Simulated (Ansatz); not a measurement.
Two isomers of C2H9BOSi: A = `BOC[SiH2]C`, B = `BOC(C)[SiH3]`.

Calculated with Ansatz (gas phase, PBE0-D4/def2-TZVP geometries, no zero-point term in ΔE). CCSD(T)/CBS adds triple-zeta CCSD(T) − MP2 to the extrapolated MP2 energy (def2 sets, frozen cores). DFT in def2-TZVPP. B3LYP here is the variant with VWN-RPA as its local correlation; programs differ in this. One conformer a species, not always the lowest.

Which isomer does CCSD(T)/CBS put lower? Give the gap. (Estimate.)

Computed: A, by 8.2 kcal/mol.

Give E(B) − E(A) in kcal/mol with B2PLYP, ωB97M-V, PBE0-D4, B3LYP, B3LYP-D4, HF/def2-TZVPP, PBE-D4. (Best estimate.)

Computed: B2PLYP 8.6, ωB97M-V 8.7, PBE0-D4 8.6, B3LYP 8.9, B3LYP-D4 8.4, HF/def2-TZVPP 8.2, PBE-D4 8.5. None reverses the order clearly.

Largest T1 diagnostic: 0.013.
